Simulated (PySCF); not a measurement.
An unknown is described by computed data only.

Formula: C6H6F2.

- Rotational structure: rotational constants A, B, C: 4.624, 1.262, 0.991 GHz [PBE0-D3(BJ)/def2-SVP]
- 1H NMR: chemical shifts (computed TMS as zero) by class: 6.64 (2 H), 5.74 (2 H), 5.45 (2 H) ppm [GIAO B3LYP/pcSseg-1]
- Triplet: lowest triplet excitation (Tamm–Dancoff): 2.36 eV [TDA CAM-B3LYP/def2-SVPD]
- Couplings: largest of the computed one-bond spin–spin couplings (means over like bonds): 19F–13C -316.1 (×2), 13C–1H +174.0 (×2), 13C–1H +171.0 (×2), 13C–1H +169.4 (×2), 13C–13C +115.6, 13C–13C +77.6 (×2), 13C–13C +73.5 (×2) Hz [B3LYP/pcJ-1, spin–dipole term left out for some pairs]
- Dipole: 0.00 D [CAM-B3LYP/def2-SVPD]
- Polarisability: 92.9 au [CAM-B3LYP/def2-SVPD]
- Valence photoelectron: vertical ionisation energy: 8.30 eV [ΔSCF CAM-B3LYP/def2-SVPD]
- UV, first state: lowest singlet excitation: 4.68 eV (265 nm, f = 1.008) [TDDFT CAM-B3LYP/def2-SVPD]
- NMR, other nuclei: isotropic shieldings of nuclei other than C and H, by class: 344 (2 F) ppm [GIAO B3LYP/pcSseg-1]
- 13C NMR: chemical shifts (computed TMS as zero) by class: 156.7 (2 C), 130.5 (2 C), 121.7 (2 C) ppm [GIAO B3LYP/pcSseg-1]

Gas-phase values; electronic properties from PySCF, density fitting. Levels stand in brackets. Isolated species at its PBE0-D3(BJ)/def2-SVP geometry (one conformer only). NMR classes are plain means over equivalent atoms (diastereotopic ones count apart unless rotation or inversion swaps them), as if these changed places fast.

Task: What is the compound? Reason from the data.

Result: Numbering: `[CH2:1]=[CH:2]/[C:3]([F:4])=[C:5](\[F:6])[CH:7]=[CH2:8]`. Its formula, C6H6F2, gives 3 degrees of unsaturation: 0 rings and 3 π bonds in the structure found. 6 carbons fall into 3 classes; from least to most shielded: vinylic C–F carbon [C3/C5] (156.7 ppm, 2 C), alkene CH carbon [C2/C7] (130.5 ppm, 2 C), terminal =CH2 carbon [C1/C8] (121.7 ppm, 2 C). Hydrogen classes from least to most shielded: 2 H on 2 alkene CH carbons, C2/C7 (6.64 ppm), 2 H on 2 terminal =CH2 carbons, C1/C8 (5.74 ppm), 2 H on 2 terminal =CH2 carbons, C1/C8 (5.45 ppm). The other shieldings belong to: 344 ppm, vinyl fluorine [F4/F6]. The couplings run between: -316.1 Hz, vinyl fluorine [F4] and vinylic C–F carbon [C3] (with 1 like pair); +174.0 Hz, terminal =CH2 carbon [C1] and its hydrogen (with 1 like pair); +171.0 Hz, terminal =CH2 carbon [C1] and its hydrogen (with 1 like pair); +169.4 Hz, alkene CH carbon [C2] and its hydrogen (with 1 like pair); +115.6 Hz, vinylic C–F carbon [C3] and vinylic C–F carbon [C5]; +77.6 Hz, terminal =CH2 carbon [C1] and alkene CH carbon [C2] (with 1 like pair); +73.5 Hz, alkene CH carbon [C2] and vinylic C–F carbon [C3] (with 1 like pair). S1 is mainly HOMO→LUMO (weight 0.98); the largest Löwdin shares of the orbital it empties are 0.18 on each of 2 atoms of one kind (vinylic C–F carbon) and 0.15 on each of 2 atoms of one kind (terminal =CH2 carbon), of the orbital it fills 0.18 on each of 2 atoms of one kind (terminal =CH2 carbon) and 0.13 on each of 2 atoms of one kind (vinylic C–F carbon). The vanishing dipole is forced by symmetry. The optimised geometry has point group C2h and is an asymmetric top. Structure: `C=C/C(F)=C(\F)C=C`. Computed isomers that give other values at the same levels: `C=C(F)/C=C/C=C\F` (13C chemical shifts (computed TMS as zero) by class: 173.1 (1 C), 160.2 (1 C), 129.4 (1 C), 129.0 (1 C), 118.0 (1 C), 99.2 (1 C) ppm); `C=C(F)/C=C\C=C/F` (13C chemical shifts (computed TMS as zero) by class: 175.8 (1 C), 160.2 (1 C), 129.1 (1 C), 125.2 (1 C), 116.0 (1 C), 101.7 (1 C) ppm); `C=C(F)/C=C/C=C/F` (13C chemical shifts (computed TMS as zero) by class: 172.8 (1 C), 165.6 (1 C), 131.5 (1 C), 129.7 (1 C), 120.1 (1 C), 98.4 (1 C) ppm). The assignments are read from this structure; whether some other isomer fits the data as well wasn't checked.

Shape of the structure used: `[CH2:1]=[CH:2]/[C:3]([F:4])=[C:5](\[F:6])[CH:7]=[CH2:8]`: C1–C2–C3–F4 0°, C3–C5–C7–C8 180°.
